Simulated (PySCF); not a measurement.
## `F[C@H](C=C)[C@@H]1O[C@@H]1F`, C$_{5}$H$_{6}$F$_{2}$O

Geometry (Å), atoms numbered from 1 in this order:
```xyz
14

C    -2.3236   -0.4549   -0.2745
C    -1.2060    0.2446   -0.2515
C    -0.1570    0.1259    0.8197
F    -0.5745   -0.7143    1.8276
C     1.1369   -0.4312    0.2474
O     2.3568    0.1405    0.6666
C     1.9822    0.3862   -0.6213
F     1.5856    1.6509   -0.9043
H    -3.0499   -0.3312   -1.0586
H    -2.5565   -1.1681    0.4984
H    -0.9633    0.9687   -1.0159
H     0.0372    1.1027    1.2844
H     1.1466   -1.5114    0.1327
H     2.5849   -0.0089   -1.4326
```

Computed with TDDFT CAM-B3LYP/def2-SVPD circular dichroism and optical rotation, one conformer, gas phase in PySCF. Geometry: GFN2-xTB.

The molecule is flexible and this is one conformer; a measurement averages over conformers. States above about 9.4 eV lie in this functional's continuum (it starts at minus the energy of the highest occupied orbital, well below the true ionisation energy for most functionals) and depend on the basis.

Question: Draw the ECD and absorption spectra from the lowest 16 states, each a Gaussian of half-width 0.35 eV at 1/e height.

Answer: 
```tsv
E (eV)	λ (nm)	Δε (L mol⁻¹ cm⁻¹)	ε (L mol⁻¹ cm⁻¹)
7.10	175	+6.83	2940
7.20	172	+14.43	6180
7.30	170	+25.91	11100
7.40	168	+39.41	16800
7.50	165	+50.51	21800
7.60	163	+53.89	24100
7.70	161	+46.51	22700
7.80	159	+29.98	18400
7.90	157	+9.97	12800
8.00	155	-7.01	7870
8.10	153	-17.05	4610
8.20	151	-20.20	3050
8.30	149	-19.20	2700
8.40	148	-17.16	2950
8.50	146	-15.79	3330
8.60	144	-15.00	3600
8.70	143	-13.59	3660
8.80	141	-10.28	3580
8.90	139	-4.63	3450
9.00	138	+2.83	3380
9.10	136	+11.09	3440
9.20	135	+19.31	3600
9.30	133	+26.73	3760
9.40	132	+32.23	3760
```
Δε uses R in velocity form, ε uses f in length form. Only the states computed contribute, so the short-wavelength end is incomplete.

The sign of the CD band at 140 nm isn't settled: the length form gives the opposite one.
